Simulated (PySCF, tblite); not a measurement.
Isomers of C9H13P, one GFN2-xTB conformer each. Single-point energies are computed at PBE0/pcSseg-1 (PySCF, gas phase, no added dispersion term), electronic only.

Question: Rank them by PBE0/pcSseg-1 energy, lowest first (kJ/mol).
A. `[CH3:1][c:2]1[cH:3][c:4]([CH:5]([CH3:6])[CH3:7])[cH:8][cH:9][p:10]1` with C3–C4–C5–C6 -117°
B. `[CH3:1][c:2]1[cH:3][p:4]([CH:5]2[CH2:6][CH2:7]2)[cH:8][c:9]1[CH3:10]` with C3–P4–C5–C6 100°
C. `[CH:1]#[C:2][CH2:3][P:4]1[CH2:5][CH2:6][CH:7]=[C:8]1[CH2:9][CH3:10]` with C2–C3–P4–C5 168°, C7–C8–C9–C10 -5°, C3–P4–C5–C6 -81°, P4–C5–C6–C7 -18°, C5–C6–C7–C8 12°, C3–P4–C8–C7 88°
D. `CC(C)(C)c1cccpc1`
E. `[CH3:1][P:2]([CH3:3])[CH2:4][c:5]1[cH:6][cH:7][cH:8][cH:9][cH:10]1` with C1–P2–C4–C5 69°, P2–C4–C5–C6 67°

Answer: E (0.0), A (26.4), D (38.8), B (151.9), C (245.1).

As drawn, the lowest has an aromatic ring, which the highest lacks; the highest has a C≡C bond and a C=C bond outside aromatic rings, which the lowest lacks. GFN2-xTB itself gives, in the same order: 0.0, 10.6, 22.9, 107.0, 191.8. Both levels put the same isomer lowest; measured from each level's own lowest isomer, the values differ by up to 53.3 kJ/mol (C#CCP1CCC=C1CC: 191.8 against 245.1).

Q: Which frontier levels, dipoles and rotational constants go with these structures?

A: 
```json
{"SMILES": "CP(C)Cc1ccccc1", "HOMO (eV, PBE0/pcSseg-1)": "-6.54", "LUMO (eV)": "-0.23", "dipole (D)": "1.17", "A, B, C (MHz)": "2725, 626.7, 591.3"}
{"SMILES": "Cc1cc(C(C)C)ccp1", "HOMO (eV, PBE0/pcSseg-1)": "-6.71", "LUMO (eV)": "-1.21", "dipole (D)": "2.16", "A, B, C (MHz)": "2103, 720.2, 608.3"}
{"SMILES": "CC(C)(C)c1cccpc1", "HOMO (eV, PBE0/pcSseg-1)": "-6.98", "LUMO (eV)": "-1.38", "dipole (D)": "2.12", "A, B, C (MHz)": "2177, 782.2, 658.7"}
{"SMILES": "Cc1cp(C2CC2)cc1C", "HOMO (eV, PBE0/pcSseg-1)": "-6.31", "LUMO (eV)": "-0.91", "dipole (D)": "1.57", "A, B, C (MHz)": "2451, 697.6, 608.1"}
{"SMILES": "C#CCP1CCC=C1CC", "HOMO (eV, PBE0/pcSseg-1)": "-6.48", "LUMO (eV)": "0.09", "dipole (D)": "1.64", "A, B, C (MHz)": "1252, 1094, 681.8"}
```

Q: What happens when harmonic zero-point energies from GFN2-xTB frequencies are added?

A: 
```tsv
SMILES	ZPE (kJ/mol)	electronic (kJ/mol)	with ZPE (kJ/mol)
CP(C)Cc1ccccc1	497.3	0.0	0.0
Cc1cc(C(C)C)ccp1	505.4	26.4	34.5
CC(C)(C)c1cccpc1	507.3	38.8	48.8
Cc1cp(C2CC2)cc1C	499.8	151.9	154.4
C#CCP1CCC=C1CC	496.2	245.1	244.0
```

The zero-point energies span 11.1 kJ/mol. The order is unchanged.
